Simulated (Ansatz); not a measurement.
One change: `FC[CH](F)[SnH3]` becomes `CC(F)CF`.

Ansatz, PBE0-D4/def2-TZVP geometries, multiplicity 1. Each molecule was computed in one conformer, which needn't be the lowest.

Elements past krypton have def2 core potentials.

| property | `FC[CH](F)[SnH3]` |
| --- | --- |
| LUMO energy (B3LYP/def2-TZVPP) / eV | -0.33 |
| HOMO energy (ωB97M-V/def2-TZVPP) / eV | -10.41 |
| HOMO–LUMO gap (PBE/def2-TZVPP) / eV | 6.03 |
| size of the dipole moment (ωB97M-V/def2-TZVPP) / D | 2.51 |
| LUMO energy (PBE/def2-TZVPP) / eV | -0.82 |
| HOMO–LUMO gap (B3LYP/def2-TZVPP) / eV | 7.68 |

**Question.** What does the change do to each property? (Estimate.)

**Answer.** Computed: 
```json
{"property": "LUMO energy (B3LYP/def2-TZVPP) / eV", "`CC(F)CF`": "0.80", "shift": "1.13"}
{"property": "HOMO energy (ωB97M-V/def2-TZVPP) / eV", "`CC(F)CF`": "-11.68", "shift": "-1.27"}
{"property": "HOMO–LUMO gap (PBE/def2-TZVPP) / eV", "`CC(F)CF`": "7.92", "shift": "1.89"}
{"property": "size of the dipole moment (ωB97M-V/def2-TZVPP) / D", "`CC(F)CF`": "2.89", "shift": "0.38"}
{"property": "LUMO energy (PBE/def2-TZVPP) / eV", "`CC(F)CF`": "0.37", "shift": "1.19"}
{"property": "HOMO–LUMO gap (B3LYP/def2-TZVPP) / eV", "`CC(F)CF`": "9.86", "shift": "2.18"}
```

With PBE0 the HOMO falls by 1.06 eV and the LUMO rises by 1.23 eV, so the gap widens by about 2.29 eV. PBE moves the HOMO by -0.70 eV and ωB97M-V by -1.27 eV. Dipoles are sizes alone; their direction can turn.

B3LYP here is the variant with VWN-RPA as its local correlation; programs differ in this.
